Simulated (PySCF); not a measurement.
Spin-rotation constants: `C=CC[Si](O)(O)C=C`, C5H10O2Si

Geometry:
```
atom   x (Å)   y (Å)   z (Å)
  C1   2.768   0.505  -0.417
  C2   2.009  -0.529  -0.105
  C3   0.849  -1.002  -0.908
 Si4  -0.807  -0.689  -0.010
  O5  -0.753  -1.585   1.346
  O6  -2.094  -1.261  -0.850
  C7  -1.003   1.155   0.355
  C8  -2.060   1.889   0.044
  H9   2.603   1.079  -1.315
 H10   3.588   0.822   0.205
 H11   2.189  -1.085   0.805
 H12   0.852  -0.509  -1.881
 H13   0.946  -2.075  -1.078
 H14  -1.566  -1.862   1.762
 H15  -2.308  -0.897  -1.703
 H16  -0.176   1.642   0.856
 H17  -2.128   2.942   0.274
 H18  -2.918   1.464  -0.453
```

Method used: GIAO BHandHLYP/pcSseg-1 magnetisability, rotational g tensor and spin-rotation constants, non-relativistic, gas phase in PySCF 2.14.0. Geometry: GFN2-xTB.

Give the nuclear spin-rotation constants along the inertial axes (H = +C I·J) beside the isotropic shieldings.

Rotational constants 2.1408, 1.2187, 0.9745 GHz. A star marks the isotopologue with that one atom substituted, in its own axes.
| atom | isotope | Caa (kHz) | Cbb (kHz) | Ccc (kHz) | mean (kHz) | σ (ppm) |
| --- | --- | --- | --- | --- | --- | --- |
| H9 | 1H | -0.224 | -0.059 | 0.024 | -0.086 | 26.8 |
| H10 | 1H | -0.024 | -0.117 | -0.022 | -0.054 | 26.8 |
| H11 | 1H | -0.204 | -0.064 | 0.039 | -0.076 | 25.6 |
| H12 | 1H | -0.231 | -0.117 | 0.003 | -0.115 | 30.6 |
| H13 | 1H | -0.218 | 0.030 | -0.111 | -0.100 | 30.1 |
| H14 | 1H | -0.059 | -0.128 | -0.096 | -0.094 | 29.8 |
| H15 | 1H | -0.251 | -0.138 | -0.014 | -0.134 | 30.4 |
| H16 | 1H | -0.018 | -0.058 | -0.049 | -0.042 | 25.4 |
| H17 | 1H | -0.227 | 0.105 | -0.094 | -0.072 | 25.8 |
| H18 | 1H | 0.008 | -0.084 | -0.054 | -0.043 | 26.1 |
| C1 | 13C* | 0.584 | 0.277 | 0.377 | 0.413 | 66.3 |
| C2 | 13C* | 0.624 | 0.337 | 0.424 | 0.462 | 42.0 |
| C3 | 13C* | 0.333 | 0.209 | 0.149 | 0.230 | 157.3 |
| Si4 | 29Si* | -1.251 | -0.741 | -0.571 | -0.854 | 383.6 |
| O5 | 17O* | -0.172 | -0.101 | -0.084 | -0.119 | 295.4 |
| C7 | 13C* | 0.752 | 0.530 | 0.214 | 0.499 | 41.9 |
| C8 | 13C* | 0.655 | 0.539 | 0.219 | 0.471 | 47.0 |

For the geometry as given, no vibrational averaging.

How do the rotational constants and the g tensor change when H9, H10, H11, H12, H13, H14, H15, H16, H17, H18 are replaced by deuterium?

Constants 1.8256, 1.0587, 0.8503 GHz; g -0.0135, -0.0098, -0.0074, against -0.0158, -0.0113, -0.0084 before.
